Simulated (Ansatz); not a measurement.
A geometry optimisation of C3H8OSn with PBE0-D4/def2-SVP

The starting geometry of this gas-phase singlet was optimised with GFN2-xTB; its bonds are those of `CC[CH2][Sn][OH]`.

```xyz
13

C     1.6699    1.6564    0.1815
C     0.3615    1.2356    0.8343
C    -0.0204   -0.2006    0.4698
O     0.9001   -3.1809   -0.3787
Sn    1.4083   -1.8958    1.0962
H     2.4832    1.0058    0.5136
H     1.9231    2.6831    0.4373
H     1.5959    1.5751   -0.9009
H     0.4519    1.3348    1.9189
H    -0.4284    1.9225    0.5111
H    -1.0004   -0.4224    0.9190
H    -0.1730   -0.2521   -0.6169
H     0.2718   -2.9977   -1.0747
```

Problem. Where would you expect an optimisation with PBE0-D4/def2-SVP to take it?

Solution. It keeps its bonds, and is `CC[CH2][Sn][OH]`.

The energy falls by 0.11 eV over 17 steps:

```
step  E − E(last) (eV)
   1             0.114
   3             0.008
   5             0.004
   6             0.002
   8             0.001
  10             0.000
  12             0.000
  13             0.000
  15             0.000
  17             0.000
```

Final geometry (Å):

```xyz
13

C     1.6659    1.6881    0.1940
C     0.3735    1.1752    0.8128
C     0.0286   -0.2425    0.3734
O     0.7922   -3.1792   -0.2674
Sn    1.4645   -1.8107    1.0346
H     2.5270    1.0539    0.4716
H     1.9014    2.7136    0.5170
H     1.6060    1.6898   -0.9066
H     0.4564    1.2183    1.9144
H    -0.4462    1.8719    0.5578
H    -0.9539   -0.5581    0.7733
H    -0.0566   -0.3048   -0.7280
H     0.0848   -2.8518   -0.8368
```

No frequencies were run, so the end isn't proven a minimum. Atoms past krypton carry core potentials, without spin–orbit terms. Run with Ansatz 0.2.0, 59 s on 2 threads of Arm Neoverse V2, with other jobs on the host.
